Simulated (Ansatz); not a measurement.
Geometry optimisation, RKS B3LYP/6-31G* (Ansatz).

Input:

```yaml
crystal:
  periodic: [false, false, false]
  atoms:
    - { symbol: B, position_ang: [0.0, 0.0, 0.0] }
    - { symbol: H, position_ang: [0.0, 0.0, 1.54] }
    - { symbol: "N", position_ang: [1.3423, 0.0, -0.775] }
    - { symbol: H, position_ang: [1.8089, -0.9179, -1.0268] }
    - { symbol: H, position_ang: [1.7937, 0.9179, -1.0532] }
    - { symbol: F, position_ang: [-1.1431, 0.0, -0.66] }
    - { symbol: "N", position_ang: [0.0829, 1.7537, 0.5833] }
    - { symbol: H, position_ang: [0.4765, 1.9752, 1.5423] }
    - { symbol: H, position_ang: [-0.2631, 2.537, -0.0414] }
    - { symbol: H, position_ang: [0.0424, 0.8968, 1.5631] }
basis:
  gaussian: { orbitals: "6-31G*" }
hamiltonian:
  xc: b3lyp
relax:
  f_tol: 0.15
  max_steps: 25
  restrain:
    - { distance: [0, 6], at: 1.55, k: 30.0 }
    - { distance: [9, 1], at: 0.66, k: 30.0 }
    - { distance: [0, 1], at: 2.39, k: 30.0 }
    - { distance: [9, 6], at: 2.26, k: 30.0 }
```

Launched with:

```bash
$ ansatz run input.yaml --threads 1 --pin off --max-ram 2048MiB --backend cpu --events-out ev --progress --plain --runs-dir out
```

Question: Where does it end, and by what steps?

Answer: The forces met the threshold. The restraints hold the end off the free minimum. After 14 steps the energy has fallen by 6.043 eV (the restraints' own energy left out); H8 moved furthest, 1.17 Å.

```csv
step,energy less start (eV),largest force component (eV/Å),accepted
0,0.0000,5.774,yes
1,-1.8152,7.010,yes
2,-3.3697,5.429,yes
3,-4.7945,3.321,yes
4,-5.4110,1.986,yes
5,-5.6630,1.286,yes
6,-5.7175,2.299,yes
7,-5.8869,1.814,yes
8,-5.9825,1.877,no
9,-5.9699,1.934,yes
10,-6.0094,1.996,yes
11,-6.0337,2.022,yes
12,-6.0618,1.910,no
13,-6.0501,1.976,yes
14,-6.0430,2.068,yes
```

```xyz
10
Properties=species:S:1:pos:R:3
B 0.151 0.630 -0.360
H -0.030 -0.311 1.847
N 1.384 0.016 -0.660
H 1.426 -0.873 -1.136
H 2.283 0.454 -0.532
F -0.995 -0.005 -0.673
N 0.034 1.978 0.247
H 0.818 2.527 0.570
H -0.868 2.351 0.498
H -0.063 0.395 1.872
```

Time of the run: 34 s on 1 thread of Arm Neoverse V2, on a shared host, peak memory 0.14 GiB.
